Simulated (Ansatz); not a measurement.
TaSi₂⁺. The state is a quintet with charge 1. Geometry B3LYP-D4/def2-TZVP; atoms count from 1.

```xyz
3

Ta   -0.231    1.167   -0.778
Si    1.324   -0.490    0.169
Si   -1.093   -0.676    0.609
```

In the def2 sets Ta takes a core potential; there is no spin–orbit coupling. At PBE0-D4/def2-TZVP a triplet of charge 1 lies 0.65 eV below the quintet, each at its own geometry. The structure comes from a short search, and lower isomers may exist.

(1) Estimate the Mulliken populations from the PBE0/def2-TZVP orbitals of Ansatz.

(2) Where does the spin sit?

(3) And the Mayer bond orders between bonded heavy atoms (over 0.3)?

## Answers

(1) 
| atom | charge (e) | spin (α − β) | d electrons |
| --- | --- | --- | --- |
| Ta1 | 0.67 | 2.96 | 3.32 |
| Si2 | 0.17 | 0.52 | – |
| Si3 | 0.17 | 0.52 | – |
Mulliken values and Mayer orders depend strongly on the basis.

(2) Summed by element: Ta 2.96, Si 1.04, of 4 unpaired in all. Largest on single atoms: Ta1 2.96, Si2 0.52, Si3 0.52.

(3) Ta1–Si2 1.58 (2.46 Å); Ta1–Si3 1.58 (2.46 Å); Si2–Si3 0.92 (2.46 Å).
